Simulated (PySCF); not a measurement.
Stepwise substitution at one centre (Si C2H5-SH). Gas-phase values, no solvent. One relaxed conformer stands for each flexible species; it need not be the lowest. Strings in code marks are SMILES.

These are PySCF 2.14.0 with PBE0-D4/def2-TZVP // PBE0-D4/def2-SVP values and carry that method's errors. All candidates: neutral, multiplicity 1. Delta-SCF ions had no search for a lower state. Excitations are Tamm–Dancoff values on a coarser integration grid. The basis has no diffuse functions, so Rydberg states are missing or too high.

S1 excitation (TDA): 5.73 eV
vertical ionisation energy (Delta-SCF): 8.84 eV
HOMO: -7.03 eV

**Question.** Identify which member has these values.
(A) `S[Si](S)(S)S`
(B) `CC[Si](CC)(CC)CC`
(C) `CC[Si](S)(S)CC`
(D) `CC[Si](S)(CC)CC`

**Answer.** C, `CC[Si](S)(S)CC`. The others give `CC[Si](CC)(CC)CC`: 7.44 eV, 9.26 eV, -7.63 eV; `S[Si](S)(S)S`: 5.36 eV, 9.23 eV, -7.47 eV; `CC[Si](S)(CC)CC`: 6.04 eV, 8.88 eV, -6.99 eV
